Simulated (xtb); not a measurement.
xtb input (GFN2-xTB):

```bash
xtb mol.xyz --gfn 2 --ohess tight --chrg -1 --uhf 0
```
mol.xyz:
```
7

Cl     2.09629006    -1.49237144    -0.13886122
Si     1.26188079     0.52497056     0.47848051
Si    -0.90031498    -0.22863053    -0.11080564
Cl    -2.38323863     1.27929335     0.01355318
H      1.42683173     1.17755478    -0.84961140
H     -1.11994992    -0.80810436    -1.52420504
H     -1.43768258    -1.29448218     0.71183108
```

End of the output:

```
       3    139.10    -0.83964 ( 98.36%)    -0.75335 (  1.64%)    -0.83823
       4    275.27    -0.46598 ( 99.89%)    -0.55120 (  0.11%)    -0.46607
   ------------------------------------------------------------------------

   temp. (K)  partition function   enthalpy   heat capacity  entropy
                                   cal/mol     cal/K/mol   cal/K/mol   J/K/mol
 298.15  VIB   62.3                 2603.527     15.487     16.493
         ROT  0.320E+06              888.752      2.981     28.170
         INT  0.199E+08             3492.279     18.468     44.663
         TR   0.144E+28             1481.254      4.968     40.484
         TOT                        4973.5329    23.4362    85.1470   356.2549

       T/K    H(0)-H(T)+PV         H(T)/Eh          T*S/Eh         G(T)/Eh
   ------------------------------------------------------------------------
    298.15    0.792583E-02    0.336862E-01    0.404561E-01   -0.676984E-02
   ------------------------------------------------------------------------

         :::::::::::::::::::::::::::::::::::::::::::::::::::::
         ::                  THERMODYNAMIC                  ::
         :::::::::::::::::::::::::::::::::::::::::::::::::::::
         :: total free energy         -14.377237985503 Eh   ::
         ::.................................................::
         :: total energy              -14.370468146834 Eh   ::
         :: zero point energy           0.025760397357 Eh   ::
         :: G(RRHO) w/o ZPVE           -0.032530236026 Eh   ::
Note: The following floating-point exceptions are signalling: IEEE_UNDERFLOW_FLAG IEEE_DENORMAL
normal termination of xtb
         :: G(RRHO) contrib.           -0.006769838669 Eh   ::
         :::::::::::::::::::::::::::::::::::::::::::::::::::::

optimized geometry written to: xtbopt.xyz

           -------------------------------------------------
          | TOTAL ENERGY              -14.370468146834 Eh   |
          | TOTAL ENTHALPY            -14.336781920329 Eh   |
          | TOTAL FREE ENERGY         -14.377237985503 Eh   |
          | GRADIENT NORM               0.000409239220 Eh/α |
          | HOMO-LUMO GAP               3.030994259360 eV   |
           -------------------------------------------------

------------------------------------------------------------------------
------------------------------------------------------------------------
 total:
 SCF:
 ANC optimizer:
 analytical hessian:
```

It need not be the lowest isomer of its formula. Whether it binds its extra electron was not tested at this geometry.
